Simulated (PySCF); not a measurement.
Species: C₆H₄ClNS.
Bonds: Cl1–C2, C2–C3 (aromatic), C3–S4 (aromatic), S4–C5 (aromatic), C5–C6 (aromatic), C6–C7 (aromatic), C7–N8 (aromatic), N8–C9 (aromatic), C2–C9 (aromatic), C5–C9 (aromatic). Hydrogens: H10 on C3; H11 on C6; H12 on C7; H13 on N8.

Theory: PBE0-D3(BJ)/def2-SVP geometry optimisation, gas phase (PySCF 2.14.0).

Problem. List the bond lengths and angles at this level.

Solution. 
```csv
bond,length (bohr)
Cl1–C2,3.256
C2–C3,2.587
C3–S4,3.283
S4–C5,3.269
C5–C6,2.686
C6–C7,2.611
C7–N8,2.595
N8–C9,2.576
C2–C9,2.684
C5–C9,2.635
C3–H10,2.056
C6–H11,2.054
C7–H12,2.056
N8–H13,1.908
```

A selection of angles:
```csv
angle,degrees
Cl1–C2–C3,125.3
Cl1–C2–C9,123.2
C3–C2–C9,111.5
C2–C3–S4,112.8
C2–C3–H10,126.9
S4–C3–H10,120.4
C3–S4–C5,91.4
S4–C5–C6,141.5
S4–C5–C9,110.7
C6–C5–C9,107.8
C5–C6–C7,105.7
C5–C6–H11,128.4
C7–C6–H11,125.9
C6–C7–N8,109.8
C6–C7–H12,129.4
N8–C7–H12,120.8
C7–N8–C9,108.5
C7–N8–H13,126.1
C9–N8–H13,125.4
C2–C9–N8,138.2
C2–C9–C5,113.6
C5–C9–N8,108.2
```

The 9 heavy atoms lie in one plane (0.003 Å rms). The C–C distances run from 1.369 Å (C2–C3, aromatic) to 1.421 Å (C5–C6, aromatic), a spread of 0.052 Å. The 5-membered ring C2–C3–S4–C5–C9 has internal angles of 91.4° to 113.6°; it is planar, 0.00 Å rms from its mean plane, widest ring torsion 0°. N8 (pyrrole-type nitrogen) is planar (angles 126.1°, 125.4° and 108.5°, sum 360.0°, 0.00 Å off the plane of its three neighbours). The 5-membered ring C5–C6–C7–N8–C9 has internal angles of 105.7° to 109.8°; it is planar, 0.00 Å rms from its mean plane, widest ring torsion 0°.

Point group: Cs (every atom within 0.08 Å of its image). Stationary, but not proved a minimum.
